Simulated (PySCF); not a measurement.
Species: C6H8ClO (doublet state).
Z-matrix (Å and degrees, GFN2-xTB geometry), rows numbered from 1:
```
O 
C   1  1.3831
C   2  1.4478  1  121.18
C   3  1.4440  2  111.88  1   142.26
Cl  4  1.9083  3  107.65  2  -104.83
C   4  1.5318  3  107.51  2    11.12
C   6  1.5159  4  105.46  3   -11.53
C   7  1.4911  2   60.38  1   100.76
H   1  0.9645  2  109.26  3   -44.92
H   3  1.0742  2  122.98  1   -22.33
H   4  1.0875  3  117.01  2   143.29
H   6  1.0885  4  111.26  3  -132.66
H   6  1.0920  4  109.51  3   107.99
H   7  1.0782  2  120.30  8  -108.64
H   8  1.0786  2  118.15  7  -109.80
H   8  1.0787  2  114.34  7   109.64
```

The hyperfine couplings belong to this conformer and change with its torsions.

Identity: `O[C@@]12[CH][C@@H](Cl)C[C@@H]1C2` [radical].

Theory: PySCF, UKS B3LYP, pcH-1 on C Cl H O, non-relativistic, mean-field spin-orbit, GIAO. Isolated species at its GFN2-xTB geometry (one conformer only). A GFN2-xTB geometry isn't a minimum of the functional, and hyperfine couplings can be far from their values at a DFT geometry. No stability test was run, so a lower SCF solution isn't excluded.

Question: The isotropic 13C couplings are +74.1, +52.6, +39.9, -32.3, +13.7, -1.0 MHz. Assign them to C2; C3; C4; C6; C7; C8.

Answer: 
```
site  a_iso (MHz)  ρ(0) (bohr⁻³)                 position  distance from C3 (Å)  spin population  largest |T| (MHz)
  C2        -32.3        -0.0287           1 bond from C3                  1.45            -0.07                2.5
  C3        +74.1        +0.0659  largest spin population                  0.00            +0.83              133.8
  C4        +39.9        +0.0356           1 bond from C3                  1.44            -0.06                5.1
  C6         -1.0        -0.0009          2 bonds from C3                  2.40             0.00                1.4
  C7        +13.7        +0.0122          2 bonds from C3                  2.39            +0.06               13.8
  C8        +52.6        +0.0468          2 bonds from C3                  2.53            +0.08               17.7
```

ρ(0) is the spin density at the nucleus and T the dipolar tensor; a_iso includes a spin–orbit part. The largest Mulliken spin populations are on C3 (+0.83), Cl5 (+0.15), C8 (+0.08) and C2 (-0.07). The positive populations add up to 1.16 and the negative ones to -0.16, together 2S = 1. The angles at C3 add up to 358.1°, so it is nearly planar; its axial dipolar tensor and the negative coupling of its proton fit spin in a p orbital normal to that plane.

On one thread, AMD EPYC 7B13 (x86_64), no GPU, shared host, this took 76 s wall (grids of density and orbitals included) and 0.97 GiB of memory at its peak.
